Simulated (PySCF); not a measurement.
A structure optimised at B3LYP-D3(BJ)/def2-TZVP, used in a PySCF frequency run:

```xyz
4

Zn     0.0071     0.3436     0.0000
Cl    -0.0006    -1.7546     0.0000
O     -0.1160     2.1166     0.0000
H      0.7240     2.5857     0.0000
```

Q: Write its SMILES, formula and point group.

A: [OH][Zn][Cl], ClHOZn, Cs

Q: What are its rotational constants (standard atomic weights)?

A: 696.88, 2.5891, 2.5795 GHz
